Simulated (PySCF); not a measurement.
C$_{4}$H$_{5}$ (SMILES [CH]1[C@@H]2C[C@H]12), doublet, geometry from GFN2-xTB, with bond 8-3 at 3.0 times its length; B3LYP/def2-SV(P) in PySCF.

Input for PySCF:
```python
from pyscf import gto, scf, dft

mol = gto.Mole()
mol.atom = '''
    C    -0.011048    1.152992    0.292681
    C     0.006069   -1.071617    0.362843
    C     0.777923    0.051757   -0.247030
    C    -0.775309    0.039481   -0.257303
    H    -0.016569    2.162854   -0.079261
    H    -0.000459   -1.149501    1.442906
    H     0.016990   -2.032726   -0.139902
    H     2.897366   -0.092951   -2.672967
    H    -1.470182   -0.019829   -1.075216
'''
mol.basis = 'def2-sv(p)'
mol.charge = 0
mol.spin = 1
mol.verbose = 4
mol.build()

mf = dft.UKS(mol)
mf.xc = 'b3lyp'
mf.kernel()
mo_i, mo_e, stable_i, stable_e = mf.stability(internal=True, external=False, return_status=True, nroots=6, tol=1e-6)
print('internally stable:', stable_i, ' externally stable:', stable_e)
if not stable_i:
    umf = mf.copy()
    umf.scf_summary = {}
    umf.kernel(umf.make_rdm1(mo_i, mf.mo_occ))
```

Problem. What does PySCF print? Leave out banner, timings and long lists.

Solution. 
```
PySCF version 2.14.0

[INPUT] verbose = 4
[INPUT] num. atoms = 9
[INPUT] num. electrons = 29
[INPUT] charge = 0
[INPUT] spin (= nelec alpha-beta = 2S) = 1
[INPUT] symmetry False subgroup None
[INPUT] Mole.unit = angstrom
[INPUT] Symbol           X                Y                Z      unit          X                Y                Z       unit  Magmom
[...]
nuclear repulsion = 104.776171205404
number of shells = 34
number of NR pGTOs = 116
number of NR cGTOs = 66
basis = def2-sv(p)
ecp = {}

******** <class 'pyscf.dft.uks.UKS'> ********
method = UKS
initial guess = minao
damping factor = 0
level_shift factor = 0
DIIS = <class 'pyscf.scf.diis.CDIIS'>
diis_start_cycle = 1
diis_space = 8
diis_damp = 0
SCF conv_tol = 1e-09
SCF conv_tol_grad = None
SCF max_cycles = 50
direct_scf = True
direct_scf_tol = 1e-13
number electrons alpha = 15  beta = 14
XC library pyscf.dft.libxc version 7.1.2
    S. Lehtola, C. Steigemann, M. J. T. Oliveira, and M. A. L. Marques,  SoftwareX 7, 1–5 (2018)
XC functionals = b3lyp
    P. J. Stephens, F. J. Devlin, C. F. Chabalowski, and M. J. Frisch,  J. Phys. Chem. 98, 11623 (1994)
radial grids:
    Treutler-Ahlrichs [JCP 102, 346 (1995); DOI:10.1063/1.469408] (M4) radial grids

becke partition: Becke, JCP 88, 2547 (1988); DOI:10.1063/1.454033
pruning grids: <function nwchem_prune>
grids dens level: 3
symmetrized grids: False
atomic radii adjust function: <function treutler_atomic_radii_adjust>
small_rho_cutoff = 0
Set gradient conv threshold to 3.16228e-05
tot grids = 105512
init E= -155.570823871537

cycle= 1 E= -154.966175648928  delta_E= 0.605  |g|= 0.187  |ddm|= 2.19
cycle= 2 E= -154.893174205107  delta_E= 0.073  |g|= 0.414  |ddm|= 0.856
cycle= 3 E= -154.993427119776  delta_E= -0.1  |g|= 0.0688  |ddm|= 0.595
cycle= 4 E= -154.996072599504  delta_E= -0.00265  |g|= 0.0251  |ddm|= 0.101
cycle= 5 E= -154.996532767843  delta_E= -0.00046  |g|= 0.00704  |ddm|= 0.0412
cycle= 6 E= -154.996596789537  delta_E= -6.4e-05  |g|= 0.00329  |ddm|= 0.0197
cycle= 7 E= -154.996614503294  delta_E= -1.77e-05  |g|= 0.00174  |ddm|= 0.00908
cycle= 8 E= -154.996629332967  delta_E= -1.48e-05  |g|= 0.00144  |ddm|= 0.0104
cycle= 9 E= -154.99663794029  delta_E= -8.61e-06  |g|= 0.00126  |ddm|= 0.0061
cycle= 10 E= -154.996644692924  delta_E= -6.75e-06  |g|= 0.00127  |ddm|= 0.00485
cycle= 11 E= -154.996596034308  delta_E= 4.87e-05  |g|= 0.00113  |ddm|= 0.0368
cycle= 12 E= -154.996463942302  delta_E= 0.000132  |g|= 0.00449  |ddm|= 0.13
[...]
cycle= 24 E= -154.996449368291  delta_E= -7.08e-05  |g|= 0.00153  |ddm|= 0.136
cycle= 25 E= -154.996456575416  delta_E= -7.21e-06  |g|= 0.00222  |ddm|= 0.0171
cycle= 26 E= -154.996436626259  delta_E= 1.99e-05  |g|= 0.00195  |ddm|= 0.0421
cycle= 27 E= -154.996428010648  delta_E= 8.62e-06  |g|= 0.00222  |ddm|= 0.0177
cycle= 28 E= -154.996429334803  delta_E= -1.32e-06  |g|= 0.00222  |ddm|= 0.003
cycle= 29 E= -154.996438288149  delta_E= -8.95e-06  |g|= 0.00229  |ddm|= 0.0203
cycle= 30 E= -154.996449974271  delta_E= -1.17e-05  |g|= 0.00253  |ddm|= 0.0257
cycle= 31 E= -154.99644851126  delta_E= 1.46e-06  |g|= 0.00264  |ddm|= 0.00221
cycle= 32 E= -154.996429982962  delta_E= 1.85e-05  |g|= 0.00248  |ddm|= 0.0407
cycle= 33 E= -154.996300298522  delta_E= 0.00013  |g|= 0.00609  |ddm|= 0.161
cycle= 34 E= -154.996379156611  delta_E= -7.89e-05  |g|= 0.00275  |ddm|= 0.0643
cycle= 35 E= -154.996311346364  delta_E= 6.78e-05  |g|= 0.00516  |ddm|= 0.0608
cycle= 36 E= -154.996349459854  delta_E= -3.81e-05  |g|= 0.00414  |ddm|= 0.0308
cycle= 37 E= -154.996330388016  delta_E= 1.91e-05  |g|= 0.00467  |ddm|= 0.0165
cycle= 38 E= -154.996186266533  delta_E= 0.000144  |g|= 0.00759  |ddm|= 0.0791
cycle= 39 E= -154.996276807176  delta_E= -9.05e-05  |g|= 0.00567  |ddm|= 0.0417
cycle= 40 E= -154.996422138672  delta_E= -0.000145  |g|= 0.00161  |ddm|= 0.158
cycle= 41 E= -154.996460731528  delta_E= -3.86e-05  |g|= 0.00259  |ddm|= 0.0859
cycle= 42 E= -154.99642856141  delta_E= 3.22e-05  |g|= 0.00183  |ddm|= 0.0703
cycle= 43 E= -154.996419915337  delta_E= 8.65e-06  |g|= 0.00216  |ddm|= 0.0177
cycle= 44 E= -154.996410590625  delta_E= 9.32e-06  |g|= 0.00237  |ddm|= 0.0189
cycle= 45 E= -154.996412440302  delta_E= -1.85e-06  |g|= 0.00238  |ddm|= 0.00392
cycle= 46 E= -154.996408538225  delta_E= 3.9e-06  |g|= 0.00238  |ddm|= 0.00813
cycle= 47 E= -154.99638259157  delta_E= 2.59e-05  |g|= 0.00292  |ddm|= 0.0432
cycle= 48 E= -154.996411051921  delta_E= -2.85e-05  |g|= 0.00238  |ddm|= 0.0484
cycle= 49 E= -154.99640538579  delta_E= 5.67e-06  |g|= 0.0024  |ddm|= 0.0115
cycle= 50 E= -154.996399374728  delta_E= 6.01e-06  |g|= 0.00213  |ddm|= 0.0131
SCF not converged.
SCF energy = -154.996399374728 after 50 cycles  <S^2> = 0.81056567  2S+1 = 2.0596754
uhf_internal: lowest eigs of H = [0.00764536 0.15189253 0.17157056 0.19259968 0.30594334 0.31030839]
<class 'pyscf.dft.uks.UKS'> wavefunction is stable in the internal stability analysis
internally stable: True  externally stable: None
```

The run did not converge; its last values are not results.
